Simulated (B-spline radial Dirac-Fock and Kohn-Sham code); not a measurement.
Calculated with an atomic code on a B-spline grid, using a relativistic central-field model (Hartree-Slater potential of the initial state, Latter tail, multipole expansion of the photon field, Dirac-Fock thresholds). Kinetic energies are from the vacuum level. Open shells are spread statistically over j, without multiplet splitting. Without correlation, outer binding energies are uncertain by a few eV, most for open f shells.

**Question.** A free atom or ion in its tabulated ground configuration is ionised with Ag Lα (2984.4 eV) photons and gives these photoelectron lines. Identify it and assign the lines.

| kinetic energy (eV) | relative cross section |
| --- | --- |
| 1680.2 | 40.3 |
| 1830.9 | 51.9 |
| 1899.0 | 100.0 |
| 2160.6 | 65.9 |
| 2174.5 | 93.4 |
| 2661.8 | 9.8 |
| 2718.1 | 10.7 |
| 2732.1 | 20.2 |
| 2825.1 | 10.2 |
| 2827.4 | 14.5 |
| 2888.7 | 2.1 |
| 2902.1 | 0.34 |
| 2904.5 | 0.66 |

**Answer.** Cs⁶⁺, [Kr] 4d10 5s2 5p1. Binding energies are hν less the kinetic energy: 3s 1304.2 eV, 3p1/2 1153.5 eV, 3p3/2 1085.4 eV, 3d3/2 823.8 eV, 3d5/2 809.9 eV, 4s 322.6 eV, 4p1/2 266.3 eV, 4p3/2 252.3 eV, 4d3/2 159.3 eV, 4d5/2 157.0 eV, 5s 95.72 eV, 5p1/2 82.29 eV, 5p3/2 79.86 eV.

**Question.** A free atom or ion in its tabulated ground configuration is ionised with Al Kα (taken as 1486.9 eV) photons and gives these photoelectron lines. Identify it and assign the lines.

```csv
kinetic energy (eV),relative cross section
580.4,15.4
709.9,16.3
830.1,49.4
1041.0,68.0
1063.4,100.0
1325.5,4.1
1338.6,74.6
1343.5,94.9
1371.4,4.0
1393.6,10.1
1459.2,8.4
1461.7,11.8
1472.3,0.54
1479.7,0.12
1481.2,0.25
```

**Answer.** Pb, [Xe] 4f14 5d10 6s2 6p2. Binding energies are hν less the kinetic energy: 4s 906.5 eV, 4p1/2 777.0 eV, 4p3/2 656.8 eV, 4d3/2 445.9 eV, 4d5/2 423.5 eV, 5s 161.4 eV, 4f5/2 148.3 eV, 4f7/2 143.4 eV, 5p1/2 115.5 eV, 5p3/2 93.33 eV, 5d3/2 27.71 eV, 5d5/2 25.15 eV, 6s 14.59 eV, 6p1/2 7.16 eV, 6p3/2 5.65 eV.
